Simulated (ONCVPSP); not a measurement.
## Before and after: ONCV potential for tungsten

ONCVPSP 4.0.1 input, shortened (lines: element, Z, core and valence counts, functional; n l f; lmax; l rc ep ncon nbas qcut; lloc lpopt rc5 dvloc0; l nproj debl; icmod fcfact rcfact), LDA (Perdew-Zunger), scalar-relativistic:

```
  W 74.00   10    4        3      upf
    1    0    2.00
    2    0    2.00
    2    1    6.00
    3    0    2.00
    3    1    6.00
    3    2   10.00
    4    0    2.00
    4    1    6.00
    4    2   10.00
    4    3   14.00
    5    0    2.00
    5    1    6.00
    5    2    4.00
    6    0    1.00
    2
    0    1.70    0.00    4    8    7.50
    1    1.80    0.00    4    9    8.50
    2    1.85    0.00    3    6    6.00
    4    5    1.60    1.00
    0    2    3.00
    1    1    1.70
    2    2    3.40
    1    0.15    0.00
```

Change: core [Kr] 4d10, valence charge 28; reference 4f14 5s2 5p6 5d5 6s1; waves now 5s+6s: rc 1.65 bohr, ncon 4, nbas 7, qcut 8.1 1/bohr, 2 projectors; 5p: rc 1.40 bohr, ncon 4, nbas 8, qcut 6 1/bohr, 2 projectors, debl 2.7 Ha; 5d: rc 2.65 bohr, ncon 5, nbas 9, qcut 5.4 1/bohr, 2 projectors, debl 2.5 Ha; 4f: rc 1.00 bohr, ncon 5, nbas 10, qcut 19.8 1/bohr, 2 projectors, debl 1.6 Ha; local potential polynomial inside 0.90 bohr (lpopt 5, dvloc0 1 Ha).

Cutoffs: the cutoffs (Ha) at which the residual kinetic energy of the hardest occupied pseudo-wave falls to 1 and 0.1 mHa per electron; they do not see the model core or the augmentation charge, which bear on the density cutoff. Errors are all-electron minus pseudo energies relative to the spin-unpolarised reference configuration.

**Question.** What does the change do?

**Answer.** The potential gets harder (20 Ha and 26 Ha → 161 Ha and 175 Ha); a bound ghost appears in s, which as a rule spoils a file. The added semicore shells are compact, so their waves need more plane waves. Several settings change at once here, so the effects cannot be laid on one of them.

| quantity | base | changed |
| --- | --- | --- |
| cutoff, loose | 20 Ha | 161 Ha |
| cutoff, tight | 26 Ha | 175 Ha |
| bound ghosts | none | s |
| GHOST(+) flags under 300 eV | none | d at 165.8 eV, p at 218.9 eV |
| largest error over its own tests, meV | -208 | +9.7 |
| rms error of d²Exc/dni dnj with the model core, mHa | 1.96 | 2.39 |

 A true bound ghost makes a file unfit for plane-wave use even where its test errors are small: the radial tests pick states by their node count and pass the ghost by.
